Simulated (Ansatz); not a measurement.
One change: `O=C([SiH3])[AsH2]` becomes `O=C([SiH3])[SeH]`.

Ansatz, PBE0-D4/def2-TZVP geometries, multiplicity 1. Each molecule was computed in one conformer, which needn't be the lowest.

Scalar relativity is left out up to krypton. Spin–orbit coupling is left out; it splits and shifts lone-pair levels of the heavy atoms by tenths of an eV.

```csv
property,`O=C([SiH3])[AsH2]`
size of the dipole moment (ωB97M-V/def2-TZVPP) / D,1.93
HOMO energy (PBE0/def2-TZVPP) / eV,-6.56
LUMO energy (ωB97M-V/def2-TZVPP) / eV,0.48
HOMO energy (B3LYP/def2-TZVPP) / eV,-6.36
size of the dipole moment (B3LYP/def2-TZVPP) / D,1.90
HOMO–LUMO gap (B3LYP/def2-TZVPP) / eV,4.39
```

(1) What does the change do to each property? (An estimate is asked.)

## Answers

(1) The calculation gave: 
| property | `O=C([SiH3])[SeH]` | shift |
| --- | --- | --- |
| size of the dipole moment (ωB97M-V/def2-TZVPP) / D | 2.63 | 0.70 |
| HOMO energy (PBE0/def2-TZVPP) / eV | -7.23 | -0.67 |
| LUMO energy (ωB97M-V/def2-TZVPP) / eV | 0.53 | 0.05 |
| HOMO energy (B3LYP/def2-TZVPP) / eV | -7.02 | -0.66 |
| size of the dipole moment (B3LYP/def2-TZVPP) / D | 2.57 | 0.67 |
| HOMO–LUMO gap (B3LYP/def2-TZVPP) / eV | 5.17 | 0.78 |

With PBE0 the HOMO falls by 0.67 eV and the LUMO rises by 0.10 eV, so the gap widens by about 0.77 eV. PBE moves the HOMO by -0.60 eV and ωB97M-V by -0.72 eV. Dipoles are sizes alone; their direction can turn.

B3LYP here is the variant with VWN-RPA as its local correlation; programs differ in this.
